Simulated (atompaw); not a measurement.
## Plane-wave convergence, PAW (atompaw) potential for carbon (C)

```
Element                 : C (Z = 6)
Generator               : atompaw 4.2.0.5
Type                    : PAW
Functional              : LDA (PW92)
Relativity              : non-relativistic
Frozen core             : [He]
Valence charge          : 4
Reference configuration : 2s2 2p2
Partial waves           : 2s (bound): rc 2.70 bohr; 2s channel at 2.2 Ry: rc 2.70 bohr; 2p (bound): rc 2.70 bohr; 2p channel at 2.65 Ry: rc 2.70 bohr
Local potential         : bessel scheme, radius 2.00 bohr
Core correction         : smooth core density matched at 1.90 bohr
Augmentation charge     : besselshape compensation charge, radius 2.55 bohr; PAW radius 2.70 bohr; waves and projectors: custom rrkj vanderbiltortho
```

The pseudo-atom Hamiltonian at the reference potential is diagonalised in spherical Bessel functions j_l(qr) that vanish at 20 bohr, with q² up to the cutoff. All-electron valence levels (Ry): 2s -1.0016, 2p -0.3983.

Q: How do the lowest levels (Ry) of each channel move with the cutoff, and are there ghosts?

A:

```tsv
cutoff (Ry)	s #1	p #1	p #2	d #1	d #2	f #1	f #2	Σ f·Δε (mRy)
8	-1.0015	-0.3945	0.0352	0.0738	0.1744	0.1173	0.2543	7.8
10	-1.0015	-0.3979	0.0352	0.0738	0.1744	0.1173	0.2543	1.0
12	-1.0016	-0.3982	0.0352	0.0738	0.1744	0.1173	0.2543	0.3
15	-1.0016	-0.3982	0.0352	0.0738	0.1744	0.1173	0.2543	0.2
18	-1.0016	-0.3983	0.0352	0.0738	0.1744	0.1173	0.2543	0.1
400	-1.0016	-0.3983	0.0352	0.0738	0.1744	0.1173	0.2543	0.0
```

Result: no extra level below or beside the all-electron valence levels (s, p, d, f tested); 10 mRy is reached at 8 Ry and 1 mRy at 12 Ry.
